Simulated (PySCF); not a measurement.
**NMR data sheet: C7H7OP**

```yaml
Formula: C7H7OP
SMILES: C#CP1(=O)C=CCC=C1
Point_group_of_the_computed_structure: Cs
Carbon_signals: 5
Proton_signals: 5
```

Structure with atom numbers: `[CH:1]#[C:2][P:3]1(=[O:4])[CH:5]=[CH:6][CH2:7][CH:8]=[CH:9]1`. Each H is labelled by its parent atom.

Averaged over atoms made equivalent by symmetry, fast rotation or ring inversion, non-relativistic, one conformer, isolated molecule. PBE0/pcSseg-1 with gauge-including orbitals; coordinates at the GFN2-xTB level; PySCF.

References, each an isolated molecule treated in the same way: 1H (σref 31.72) and 13C (σref 186.93) vs TMS; H3PO4 for 31P (σref 318.38); 17O (σref 336.08) vs H2O.

| carbon | δC, type | δH (multiplicity) | HMBC from (2–3 bonds) | span of the C tensor (ppm) |
| --- | --- | --- | --- | --- |
| C1 | 92.2, CH | 2.08 (m) | – | 216 |
| C2 | 84.9, C | – | H(C5)/H(C9), H(C1) | 292 |
| C5/C9 | 138.1, CH | 6.62 (m) | H(C6)/H(C8), H(C5)/H(C9), Hb(C7), Ha(C7) | 197 |
| C6/C8 | 152.2, CH | 7.12 (m) | H(C6)/H(C8), H(C5)/H(C9), Hb(C7), Ha(C7) | 249 |
| C7 | 33.5, CH2 | Ha(C7) 2.73 (m); Hb(C7) 3.14 (m) | H(C6)/H(C8), H(C5)/H(C9) | 32 |

Other nuclei:
```csv
atoms,nucleus,environment,δ (ppm),σ (ppm)
P3,31P,"phosphorus bonded to 3 C, O, in a 6-membered ring",-50.6,369.0
O4,17O,P=O oxygen,91.8,244.3
```

δC 152.2, 138.1: alkene CH; as expected for a trigonal carbon in a double bond. δC 92.2: terminal alkyne carbon; the triple bond shields along its axis, which puts it between sp3 and sp2 carbons. δC 84.9: alkyne carbon; the triple bond shields along its axis, which puts it between sp3 and sp2 carbons. δH 3.14, 2.73: hydrogen on an allylic sp3 CH2; allylic position. δH 2.08: hydrogen on a terminal alkyne carbon; it lies on the axis of the triple bond, in its shielding cone.

Splittings by 31P in the carbon and heteronuclear signals aren't shown, as no couplings were computed. Shifts are as computed. Against solution values, carbons near 30 ppm lie about +3 ppm off and those near 130 ppm about +5 ppm. Of 1211 compounds with measured shifts, 218 miss one by over three times the rms of a fit or turn the order of signals round; such compounds aren't used in these exercises. Experimental scales use liquid or dissolved standards, which lie at an offset from isolated H2O (liquid H2O: subtract about 36 ppm) and H3PO4. No couplings were computed; multiplicities are counted from neighbouring protons, with m where these are inequivalent, close in shift, in a saturated or five-membered ring or joined by F or P, and br s for small geminal =CH2 splittings.
